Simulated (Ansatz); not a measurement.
Reaction (germylene loss): `F[Si](F)(Cl)[GeH3]` → `F[SiH](F)Cl` + `[GeH2]`

Calculated with Ansatz (gas phase, PBE0-D4/def2-TZVP geometries, no zero-point term in ΔE). CCSD(T)/CBS adds triple-zeta CCSD(T) − MP2 to the extrapolated MP2 energy (def2 sets, frozen cores). DFT in def2-TZVPP. B3LYP here is the variant with VWN-RPA as its local correlation; programs differ in this. For Ge outer-core shells are correlated without core-valence functions, which leaves a few kJ/mol of doubt a bond. Scalar relativity is left out up to krypton.

(1) Is it downhill or uphill in electronic energy at CCSD(T)/CBS, and by how much? (Estimate.)

(2) What do these levels give: r2SCAN-D4, B3LYP-D4, PBE, PBE0, BHLYP, CCSD/def2-SVP, CCSD(T)/def2-SVP, MP2/def2-TZVPP, SCS-MP2/def2-TZVPP, SCS-MP2/def2-QZVPP, HF/CBS(def2), MP2/CBS(def2)? (Best estimate.)

Largest T1 diagnostic among the species: 0.012.

Results:

(1) Ansatz gave: Uphill: ΔE = +177.9 kJ/mol.

(2) Computed: r2SCAN-D4 195.9, B3LYP-D4 166.7, PBE 179.5, PBE0 185.1, BHLYP 159.6, CCSD/def2-SVP 161.8, CCSD(T)/def2-SVP 166.4, MP2/def2-TZVPP 191.3, SCS-MP2/def2-TZVPP 174.9, SCS-MP2/def2-QZVPP 174.2, HF/CBS(def2) 137.5, MP2/CBS(def2) 190.0 kJ/mol.

At CCSD(T), def2-SVP lies −11.5 kJ/mol from the extrapolated value and def2-TZVPP +1.3 kJ/mol. The D4 term adds +14.0 kJ/mol with B3LYP and +7.6 kJ/mol with PBE0; it sums over pairs of atoms, weighted by their polarisabilities, and B3LYP, whose exchange is more repulsive, gets the larger term.
